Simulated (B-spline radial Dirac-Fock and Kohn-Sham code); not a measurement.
**Lu³⁺: non-radiative channels of the 4d3/2 vacancy**

System: lutetium as Lu³⁺, configuration [Xe] 4f13 6p1 (not the ground configuration).

Calculated with an atomic code on a B-spline grid, using one-electron (LDA, Dirac) transition rates at Dirac-Fock energies. Kinetic energies are configuration averages from the vacuum level; the two-hole energies are estimated from single-hole states.

```
transition  kinetic energy (eV)  width (meV)  share (%)
   N4-N6O1                75.33          429        7.2
   N4-N7O1                77.08         43.3        0.7
   N4-N6O2                106.8          339        5.7
   N4-N7O2                108.4          101        1.7
   N4-N6O3                115.1          528        8.8
   N4-N7O3                116.9         38.4        0.6
   N4-N6N6                121.4         1060       17.7
   N4-N6N7                123.2         3300       55.3
   N4-N7N7                124.9         40.7        0.7
```

Coster-Kronig rates are the weakest part of this model and often come out 1.5 to 2.5 times too large. Super-Coster-Kronig decay this fast strains the one-particle picture, and such widths tend to come out too large. The listed channels hold 98 % of the non-radiative rate. Summed by principal shells, of 5.98 eV in all: NNN 73.7 %, NNO 24.8 %, NOO 1.0 %, NNP 0.5 %.
